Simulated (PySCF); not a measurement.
Compound: C4H12BOPSi.
Cartesian coordinates in Å at the PBE0-D3(BJ)/def2-SVP level; atoms count from 1:
```xyz
20
C4H12BOPSi angstrom
B     -2.1753   -0.5295   -1.1021
P     -0.7139   -0.3565    0.1140
C     -0.6671   -1.5766    1.4706
C      0.2056    1.1441    0.5433
Si     0.1577    2.8130    1.3540
C      0.8938    0.3070   -0.2301
O      2.0458    0.2100   -0.8454
C      2.2178   -0.9256   -1.6819
H     -2.0701   -1.6899   -1.4857
H     -3.1623   -0.3573   -0.3981
H     -2.0062    0.3131   -1.9670
H     -0.6933   -2.5904    1.0438
H      0.2262   -1.4486    2.0961
H     -1.5726   -1.4467    2.0830
H      1.3990    3.0215    2.1583
H     -1.0316    2.8763    2.2504
H      0.0628    3.8856    0.3203
H      3.2324   -0.8597   -2.0916
H      2.1132   -1.8564   -1.1030
H      1.4838   -0.9189   -2.5018
```

Computed with PySCF at PBE0/pcSseg-1, non-relativistic, on one gas-phase PBE0-D3(BJ)/def2-SVP geometry that isn't relaxed in the solvent. The solvent is an IEF-PCM continuum (cavity from Bondi-type radii × 1.2). The model holds no explicit solvent molecules, cavitation or dispersion.

```json
{"run": "gas", "E − E(gas) (kcal/mol)": "0.00", "HOMO (eV)": "-7.32", "HOMO–LUMO gap (eV)": "6.44", "dipole (D)": "4.75"}
{"run": "P", "E − E(gas) (kcal/mol)": "-5.60", "HOMO (eV)": "-7.25", "HOMO–LUMO gap (eV)": "6.52", "dipole (D)": "5.74"}
{"run": "Q", "E − E(gas) (kcal/mol)": "-7.39", "HOMO (eV)": "-7.23", "HOMO–LUMO gap (eV)": "6.54", "dipole (D)": "6.09"}
```

Question: The runs were made in acetone and chloroform. Which run belongs to which solvent?

Answer: P = chloroform, Q = acetone. The dielectric constants are 4.711 (chloroform), 20.49 (acetone), and the energy falls further as ε rises. In this model the ground state sees the solvent through ε alone.

Question: How constant is the ratio of the lowering to (ε − 1)/(2ε + 1)?

Answer: 
```json
{"solvent": "chloroform", "(ε − 1)/(2ε + 1)": "0.356", "E − E(gas) (kcal/mol)": "-5.60", "ratio (kcal/mol)": "-15.7", "polarisation term (kcal/mol)": "-6.38"}
{"solvent": "acetone", "(ε − 1)/(2ε + 1)": "0.464", "E − E(gas) (kcal/mol)": "-7.39", "ratio (kcal/mol)": "-15.9", "polarisation term (kcal/mol)": "-8.78"}
```

The ratio changes by +1.1 % in size from chloroform to acetone. The polarisation term is half the interaction of the solute with the induced surface charges.
